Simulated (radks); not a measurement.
Values are calculated unless marked as measured or tabulated.
Species: Se. Configuration: [Ar] 3d10 4s2 4p3.75 4d0.25 (fractional occupations, a model configuration).

Code: a radial shooting solver on a logarithmic mesh with Libxc functionals. Model: Dirac Kohn-Sham, LDA (Slater exchange, Perdew-Wang correlation), spin-unpolarised, spherical densities, finite nucleus; open shells fill j = l - 1/2 first; Fermi nuclear charge, rms radius 4.14 fm.

Energy parts (Ry):
| part | energy |
|---|---|
| total | -4853.72418 |
| kinetic | 4968.27169 |
| electron-nucleus | -11721.20612 |
| Hartree | 2068.43317 |
| exchange-correlation | -169.22292 |

Orbitals (lengths in bohr, moments of r in powers of bohr; <r^-3> diverges for s and p1/2):
orbital  occ.  eigenvalue (Ry)     <r^-3>  small-component weight
1s1/2       2        -917.3601          -                1.51e-02
2s1/2       2        -118.0363          -                2.97e-03
2p1/2       2        -106.0127          -                2.97e-03
2p3/2       4        -102.9495       1176                2.90e-03
3s1/2       2        -15.77151          -                7.05e-04
3p1/2       2        -11.65878          -                6.55e-04
3p3/2       4        -11.22628      167.4                6.37e-04
3d3/2       4         -4.10878      20.43                5.14e-04
3d5/2       6         -4.04288      19.79                5.08e-04
4s1/2       2         -1.42175          -                9.90e-05
4p1/2       2         -0.63563          -                6.47e-05
4p3/2    1.75         -0.60605      11.46                6.22e-05
4d3/2    0.25         -0.02051  0.0006026                3.05e-07
4d5/2       0         -0.02051  0.0005906                3.04e-07

The highest occupied level is 4d3/2 at -0.279 eV. The density falls to 0.001 e/bohr^3 at r = 4.18 bohr.
